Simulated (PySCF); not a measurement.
**Peak assignment**

Geometry:
| atom | x (Å) | y (Å) | z (Å) |
| --- | --- | --- | --- |
| C1 | 3.256 | 0.362 | 0.576 |
| O2 | 2.051 | -0.305 | 0.844 |
| C3 | 1.570 | -1.057 | -0.255 |
| Si4 | -0.214 | -1.492 | 0.245 |
| C5 | -1.337 | 0.047 | -0.090 |
| C6 | -1.557 | 0.234 | -1.590 |
| C7 | -2.683 | -0.145 | 0.612 |
| C8 | -0.619 | 1.213 | 0.490 |
| N9 | 0.021 | 2.022 | -0.231 |
| H10 | 3.129 | 1.093 | -0.233 |
| H11 | 3.543 | 0.879 | 1.491 |
| H12 | 4.045 | -0.345 | 0.292 |
| H13 | 2.208 | -1.935 | -0.422 |
| H14 | 1.604 | -0.451 | -1.168 |
| H15 | -0.217 | -1.820 | 1.672 |
| H16 | -0.729 | -2.612 | -0.554 |
| H17 | -2.018 | -0.650 | -2.026 |
| H18 | -0.613 | 0.432 | -2.089 |
| H19 | -2.207 | 1.089 | -1.764 |
| H20 | -3.330 | 0.713 | 0.434 |
| H21 | -3.182 | -1.032 | 0.230 |
| H22 | -2.556 | -0.262 | 1.686 |
| H23 | -0.680 | 1.278 | 1.587 |
| H24 | 0.503 | 2.763 | 0.273 |

PySCF 2.14 calculation with geometry: GFN2-xTB and shieldings: GIAO PBE0/pcSseg-1; no solvent model, rapidly exchanging positions averaged, non-relativistic Hamiltonian, a single conformation.

Chemical shifts δ = σref − σ; 13C and 1H against TMS, all at this level.

Problem. Assign these signals to the numbered atoms. 13C{1H} NMR (computed): δ 183.1 (CH), 63.8 (CH3), 61.4 (CH2), 35.6 (C), 23.3 (CH3).

Solution. 
| δ (ppm) | atoms | environment | reason |
| --- | --- | --- | --- |
| 183.1 | C8 | carbon bonded to C, N, H | – |
| 63.8 | C1 | carbon bonded to O, 3 H | – |
| 61.4 | C3 | carbon bonded to O, Si, 2 H | – |
| 35.6 | C5 | carbon bonded to 3 C, Si | – |
| 23.3 | C6/C7 | carbon bonded to C, 3 H | – |

Problem. Assign these signals to the numbered atoms. 1H NMR (300 MHz, computed): δ 10.14 (br s, 1H), 8.40 (s, 1H), 4.00 (t, 2H), 3.29 (s, 3H), 3.17 (t, 2H), 1.26 (s, 6H).

Solution. 
```tsv
δ (ppm)	atoms	environment	reason
10.14	H24	hydrogen on a nitrogen bonded to C	–
8.40	H23	hydrogen on a carbon bonded to C, N	–
4.00	H15/H16	hydrogen on a silicon bonded to 2 C	–
3.29	H10/H11/H12	hydrogen on a carbon bonded to O	–
3.17	H13/H14	hydrogen on a carbon bonded to O, Si	–
1.26	H17/H18/H19/H20/H21/H22	hydrogen on a carbon bonded to C	–
```

H10/H11/H12 and H13/H14 lie closer than the usual error of such a calculation, so a measured spectrum could show them in the other order.

The OH or NH signal is concentration- and solvent-dependent in practice; the value given is the gas-phase one. Shifts are as computed. Against solution values, carbons near 30 ppm lie about +3 ppm off and those near 130 ppm about +5 ppm. Of 1211 compounds with measured shifts, 218 miss one by over three times the rms of a fit or turn the order of signals round; such compounds aren't used in these exercises. No couplings were computed; multiplicities are counted from neighbouring protons, with m where these are inequivalent, close in shift, in a saturated or five-membered ring or joined by F or P, and br s for small geminal =CH2 splittings.
